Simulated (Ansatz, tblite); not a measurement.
Removing and adding an electron: Ni2H (the lowest doublet isomer of a short search). Total charge 0; doublet. Geometry: r2SCAN-D4/def2-TZVP. Ansatz, gas phase; energy differences of separate SCF runs; the oxidised species is a triplet (the singlet lies 2.32 eV higher at PBE0-D4/def2-TZVP); the reduced species is a triplet (the singlet lies 1.34 eV higher at PBE0-D4/def2-TZVPD).

```xyz
3

Ni   -1.113    0.277    0.100
Ni    0.815   -0.216   -0.784
H     0.298   -0.061    0.684
```

The xTB rows come from tblite. The structure comes from a short search, and lower isomers may exist.

| level | −HOMO (eV) | vertical IE (eV) | −LUMO (eV) | vertical EA (eV) | HOMO–LUMO gap (eV) | IE − EA (eV) | remarks |
| --- | --- | --- | --- | --- | --- | --- | --- |
| GFN1-xTB | – | 13.99 | – | 4.48 | – | 9.50 | – |
| GFN2-xTB | – | 12.68 | – | 3.54 | – | 9.15 | – |
| PBE-D4/def2-TZVP | 3.53 | 7.09 | 2.79 | – | 0.74 | – | – |
| PBE-D4/def2-TZVPD | 3.57 | – | 2.83 | 0.76 | 0.74 | – | HOMO above zero (-1 triplet) |

Run but left out: r2SCAN-D4/def2-TZVP, PBE0-D4/def2-TZVP, r2SCAN-D4/def2-TZVPD, PBE0-D4/def2-TZVPD (doublet: ⟨S²⟩ 1.11 to 1.16, where a pure state has 0.75).   A HOMO above zero means that the electron is unbound at that level or that self-interaction error raises the level; the energy of removing that electron tells which. HOMO and LUMO are the levels of the spin that leaves or enters (xTB has no such levels and no spin-polarisation term). Other spin states of the ions may lie lower, which would lower the ionisation energy or raise the affinity. Raw xTB energy differences between charge states are shifted by several eV; the methods need an empirical correction for them.
